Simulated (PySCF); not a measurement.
## UHF on Mn⁺ (manganese, charge +1)

Configuration: [Ar] 3d5 4s1, high-spin 7S determinant. Calculation: PySCF 2.14, in x2c-QZVPPall with one added diffuse shell each of s, p, d, f, g type (12s8p6d5f3g, 128 functions); the spin-free X2C one-electron Hamiltonian (Gaussian nucleus).

```json
{"Total energy": "-1157.185147 hartree", "One-electron energy": "-1587.9126 hartree", "Hartree (Coulomb) energy": "482.1138 hartree", "Exchange energy": "-51.3863 hartree", "⟨S²⟩": "12.0003", "⟨L²⟩": "0.000", "Sum of ⟨r⟩": "17.84 bohr", "Sum of ⟨r²⟩": "25.74 bohr²", "Langevin diamagnetic susceptibility": "-20.4 ×10⁻⁶ cm³/mol"}
```

| shell | electrons | mean orbital energy (hartree) | rms radius, mean of both spins (bohr) |
| --- | --- | --- | --- |
| 1s α | 1 | -242.78632 | 0.0703 |
| 1s β | 1 | -242.78348 | 0.0703 |
| 2s α | 1 | -29.88632 | 0.302 |
| 2s β | 1 | -29.75216 | 0.302 |
| 2p α | 3 | -25.24046 | 0.273 |
| 2p β | 3 | -25.11003 | 0.273 |
| 3s α | 1 | -4.38183 | 0.916 |
| 3s β | 1 | -3.96115 | 0.916 |
| 3p α | 3 | -3.03196 | 0.987 |
| 3p β | 3 | -2.53186 | 0.987 |
| 3d α | 5 | -0.92264 | 1.28 |
| 4s α | 1 | -0.55035 | 3.07 |

Densities and radii are taken from the X2C orbitals without a picture-change correction, which distorts them close to the nucleus.

Spin-orbit constants ζ (cm⁻¹) from the X2C one-electron operator on these orbitals: bare nucleus, nucleus screened by l(l+1)(2l+1)/3 electrons, and screened by the Breit-Pauli mean field of the electrons.

```tsv
shell	bare	screened nucleus	mean field
2p	59270	54530	n/a
3p	7031	6469	n/a
3d	602.5	361.5	n/a
```
